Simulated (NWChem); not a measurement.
InGeH$_{3}$Cl$_{2}$; SMILES [Cl][In]([Cl])[GeH3]

Computed with NWChem. Medium grid unless said otherwise, to which SCAN and Minnesota functionals are sensitive. Structure relaxed at the PBE-D3(BJ)/def2-SVP level. No frequency run checked for a minimum. def2 effective core potentials on In; no spin-orbit coupling.

Question: Order these by “highest occupied level (eV)”, lowest first: PW6B95/def2-SVP; PBE/def2-SVP; LC-BLYP (range parameter 0.33 per bohr)/def2-SVP; TPSSh/def2-SVP.

Answer: LC-BLYP (range parameter 0.33 per bohr)/def2-SVP (-10.18), PW6B95/def2-SVP (-8.21), TPSSh/def2-SVP (-7.60), PBE/def2-SVP (-6.97)
